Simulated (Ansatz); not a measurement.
Calculated with Ansatz (gas phase, PBE0-D4/def2-TZVP geometries, no zero-point term in ΔE). CBS: MP2 limit from def2 TZ/QZ plus the TZ coupled-cluster correction, frozen cores. This one scheme is used for every species. DFT in def2-TZVPP. B3LYP here is the variant with VWN-RPA as its local correlation; programs differ in this. HSE06 is defined as in plane-wave codes.

`B[C](=C)[AlH2]` + H₂ → `C=[CH][AlH2]` + BH₃  (hydrogenolysis of a C–B bond)

`B[C](=C)[AlH2]`:

```xyz
10

B     0.965   -0.878    0.984
C     0.128   -0.075   -0.036
C     0.581   -0.058   -1.307
Al   -1.513    0.906    0.354
H     1.960   -1.441    0.615
H     0.655   -0.960    2.139
H     1.493   -0.585   -1.597
H     0.076    0.474   -2.115
H    -2.216    1.668   -0.853
H    -2.130    0.948    1.815
```

H₂:

Cartesian coordinates in Å:
```
H 0.346 -0.119 -0.072
H -0.346 0.119 0.072
```

`C=[CH][AlH2]`:

Cartesian coordinates in Å:
```
C 0.416 -1.295 0.239
C 0.091 -0.078 0.689
Al -0.449 1.294 -0.568
H 0.387 -1.539 -0.821
H 0.727 -2.106 0.896
H 0.149 0.078 1.766
H -0.849 2.757 -0.098
H -0.472 0.889 -2.103
```

BH₃:

Cartesian coordinates in Å:
```
B 0.000 0.000 0.000
H -1.140 -0.345 0.083
H 0.312 1.109 0.310
H 0.828 -0.765 -0.393
```

| level | ΔE (kcal/mol) |
| --- | --- |
| B3LYP-D4 | 1.4 |
| HSE06-D4 | 2.2 |
| BHLYP-D4 | 0.0 |
| ωB97M-V | 1.2 |
| PBE | 2.3 |
| r2SCAN0 | 1.3 |
| RPA@PBE/def2-TZVPP | 0.4 |
| MP2/def2-TZVPP | 2.3 |

What does CCSD(T)/CBS give? (An estimate is asked.)

Computed: +1.4 kcal/mol. The listed levels differ from it by 0.0, 0.8, -1.4, -0.2, 0.9, -0.1, -1.0, 0.9 kcal/mol.

What do rigid-rotor, harmonic-oscillator terms from PBE0-D4/def2-TZVP frequencies (298.15 K, 1 bar) make of the CCSD(T)/CBS value? (An estimate is asked.)

The calculation gave: ΔZPE = +3.4 kcal/mol, ΔH = +4.0 kcal/mol, ΔS = 13 J/(mol·K), ΔG = +3.1 kcal/mol.

Largest T1 diagnostic among the species: 0.011.

Leaving LDA and LC-ωPBE aside and taking each functional with its dispersion term where it has one, the values, not all of them listed here, spread over 4.0 kcal/mol, from BHLYP-D4 to revPBE-D4. LDA lies +2.5 kcal/mol from PBE without D4. At CCSD(T), def2-SVP lies −1.0 kcal/mol from the extrapolated value and def2-TZVPP −0.5 kcal/mol. In def2-TZVPP, CCSD(T) changes the Hartree–Fock value by +5.5 kcal/mol (the triples alone add +1.4 kcal/mol) and MP2 by +6.9 kcal/mol.
